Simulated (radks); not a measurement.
Dynamic dipole polarisability and lines of the potassium ion K9+, [Ne]. Calculated with a radial shooting solver on a logarithmic mesh with Libxc functionals: scalar-relativistic Kohn-Sham, LDA (Slater exchange, VWN5 correlation), spin-polarised, spherical densities, finite nucleus; Fermi nuclear charge, rms radius of each element as measured or else 0.836 A^(1/3) + 0.57 fm. Time-dependent linear response with the Hartree and adiabatic LDA kernel, continuum included through the Sternheimer equations, no spin-orbit coupling, so fine structure and intercombination lines are absent. Lines are the poles of the dipole polarisability below minus the highest occupied eigenvalue, found on a grid refined at the orbital gaps; the lowest seven at most are given, and weak or close lines can be missed. The first line takes the name of the lowest orbital gap if no other gap lies below it; otherwise a line is named after a gap within 0.6 % of it, if that gap stands alone.

photon energy (eV),alpha (bohr^3)
0,0.02845
23.345,0.02856
54.471,0.02904
85.597,0.02989
116.72,0.03135
147.85,0.03350
178.98,0.03668
210.10,0.04162
241.23,0.05013
272.35,0.07060
303.48,0.06647
334.61,0.3715
365.73,-0.02258
396.86,0.08128
427.99,1.916
459.11,0.06367

Lines (eV, oscillator strength): 290.98 (4.261 nm, 2p-3s), f = 0.199; 340.83 (3.638 nm, unassigned), f = 1.94; 380.38 (3.259 nm, unassigned), f = 0.320; 401.44 (3.088 nm, 2p-4d), f = 0.558; 419.17 (2.958 nm, 2p-5s), f = 0.0139; 428.10 (2.896 nm, unassigned), f = 0.252. Higher lines, where found, are left out when the end of the mesh affects them. Those listed give 68 % of the static polarisability (sum of f/w^2). Orbital energy gaps for comparison: 2p-3s 290.11 eV; 2p-3d 335.48 eV; 2s-3p 379.87 eV; 2p-4s 382.51 eV; 2p-4d 399.29 eV.
